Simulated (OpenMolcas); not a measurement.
# Ni4+: moving or changing the point charges

Ni4+ among 2 point charges of -2 e arranged as a linear pair (D∞h), 1.73 Å from the ion.
```
   0.0000    0.0000    1.7300  -2.00
   0.0000    0.0000   -1.7300  -2.00
```

```yaml
Program: OpenMolcas 26.06
Method: "SS-CASPT2, IPEA 0.25 Eh, imaginary shift 0.1 Eh (closed shells correlated: 3s 3p)"
Basis: ANO-RCC-VDZP [5s4p2d1f]
Scalar_Hamiltonian: DKH2, point nucleus
Active_space: 6 electrons in 5 orbitals (3d)
State_averaging: 2S+1 = 5 even, 5 roots; 2S+1 = 3 even, 45 roots; 2S+1 = 1 even, 50 roots
Spin-orbit_coupling: state interaction with AMFI integrals over the reference wave functions
```

Runs around this geometry, states (labels by Λ). Energies in cm-1 above the lowest state or level, χT in cm3 K/mol.

| R (Å) | q (e) | Ground state | First state of that spin | First gap with spin-orbit (degeneracies) | χT at 300 K | First state of another spin |
| --- | --- | --- | --- | --- | --- | --- |
| 1.73 | -1.6 | 5Δ | 5Π 7640 | 420 (2, 2) | 5.125 | 3Φ 29540 |
| 1.6 | -2 | 5Δ | 5Π 11800 | 420 (2, 2) | 5.103 | 3Φ 28830 |
| 1.73 | -2 | 5Δ | 5Π 9580 | 420 (2, 2) | 5.113 | 3Φ 29390 |
| 1.91 | -2 | 5Δ | 5Π 7310 | 420 (2, 2) | 5.127 | 3Φ 29720 |

Taking the first state of the same spin as R^-n, n = -ln(7310 / 11800) / ln(1.91 / 1.6) = 2.7 between the shortest and longest distance.

Scaling the charges by -1.6 / -2 = 0.80 scales the first state of the same spin by 7640 / 9580 = 0.80; with fixed orbitals a first-order splitting would follow the charge.

Roots that are degenerate in the reference are averaged as groups; the widest CASPT2 spread within a group is 25 cm-1 (the 2-fold group of multiplicity 3 near 57800 cm-1 above the lowest state of its run, R = 1.6, q = -2). Shifts and gaps below about the spread of the groups concerned are not significant. Point charges give a weaker field than real ligands, and real ions of this kind are often low spin; the high spin found here belongs to the model. Free-ion shares, where given, are those of the reference states; single-state CASPT2 does not remix them. This is an electrostatic model: the charges have no orbitals. No measured value stands beside these numbers.
